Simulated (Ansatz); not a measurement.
Energy difference R1 → P1 + P2, each structure at its B3LYP-D3(BJ)/def2-TZVP stationary point, reached from a drawn start (curvature not checked).
R1: F4Zr (SMILES [F][Zr]([F])([F])[F]), charge 0, multiplicity 1.
P1, F3Zr (SMILES [F][Zr]([F])[F]) (charge 0, multiplicity 2):
```xyz
4

Zr     0.0000     0.0000    -0.0035
F      1.9147    -0.0099    -0.0080
F     -0.9488     1.6633    -0.0006
F     -0.9658    -1.6534     0.0123
```
P2: F atom, charge 0, multiplicity 2.

```tsv
level	reaction energy (kcal/mol)
HF/def2-SVP	112.45
HF/def2-QZVPP	114.38
SVWN5/def2-TZVPP	180.34
PBE/def2-TZVPP	160.68
BLYP/def2-TZVPP	157.41
r2SCAN/def2-TZVPP	157.07
B97M-V/def2-TZVPP	157.10
B3LYP/def2-TZVPP	153.79
PBE0/def2-TZVPP	153.08
BHLYP/def2-TZVPP	144.63
wB97X-V/def2-TZVPP	158.35
wB97M-V/def2-TZVPP	157.01
MP2/def2-SVP	160.13
MP2/def2-QZVPP	166.73
SCS-MP2/def2-QZVPP	163.12
CCSD/def2-SVP	149.15
CCSD/def2-TZVPP	151.89
CCSD(T)/def2-SVP	151.09
CCSD(T)/def2-TZVPP	155.16
CCSD(T)/def2-QZVPP	157.58
```

P less R. No zero-point or thermal terms; singlets are restricted closed shells; open shells are unrestricted; no spin–orbit coupling. The spin states of the d-block species are the ones drawn and need not be the lowest.

Correlated levels freeze the cores.

Run with Ansatz (a first-principles code) with Gaussian orbitals. All values are computed, each at the level named. Elements past Kr take the def2 small-core potentials, without spin–orbit coupling.
